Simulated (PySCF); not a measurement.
CH10N2Si2.
Cartesian coordinates in Å at the GFN2-xTB level; atoms count from 1:
```
atom  x, y, z in Å
N1    -0.8936   -0.6346   -1.5362
Si2   -0.6627    0.6179   -0.3725
N3    -2.2840    1.0817    0.0082
C4     0.3923   -0.1562    1.0122
Si5    2.1751   -0.5828    0.5424
H6    -1.5136   -0.4383   -2.3051
H7    -0.0767   -1.1179   -1.8708
H8    -0.0409    1.8724   -0.8248
H9    -2.4238    1.8110    0.6871
H10   -2.9596    0.3488    0.1533
H11    0.4147    0.5332    1.8574
H12   -0.1011   -1.0595    1.3733
H13    2.8692   -1.1908    1.6843
H14    2.8931    0.6312    0.1435
H15    2.2072   -1.5356   -0.5741
```

The computed photoelectron lines, unassigned: C 1s: 289.51 eV; N 1s: 404.41 eV; Si 1s: 1846.18 (area 1), 1846.57 (area 1) eV; Si 2p3/2: 106.45 (area 1), 106.59 (area 1) eV.

Computed, not measured: delta-SCF UKS SCAN, pcX-2 on the ionised atom, pcseg-1 elsewhere, spin-free X2C (PySCF 2.14.0). The structure is a single GFN2-xTB conformer in the gas phase; no vibrational or solvent corrections.

**Question.** Assign the Si 1s lines to atoms.

**Answer.** 1846.18 eV: Si5 (SiH3 silicon); 1846.57 eV: Si2 (SiH silicon). The listed Si 1s values span 0.39 eV, from Si5 (bonded to C and 3 H) to Si2 (bonded to 2 N, C and H).

Bonded neighbours of each site: N1/N3: 2 H and Si; Si2: 2 N, C and H; C4: 2 H and 2 Si; Si5: C and 3 H.

**Question.** Express the binding energy of Si 2p3/2 of Si5 in atomic units and per mole.

**Answer.** 106.45 eV = 3.9120 Eh = 10271 kJ/mol.

One atom of each set of topologically equivalent atoms was ionised and stands for the set; in this conformer not all members are related by symmetry, and their own values weren't computed. The 2p values aren't plain energy differences: one relaxed spin-free 2p hole is combined with a matrix within the shell (ground-state 2p orbital-energy differences and spin–orbit coupling). 2p3/2, the mean of its two sublevels, lies a third of the splitting below the shell's mean and 2p1/2 two thirds above it; the statistical areas are 2:1. 2p1/2 minus 2p3/2 (ligand field included): Si 0.62 eV.
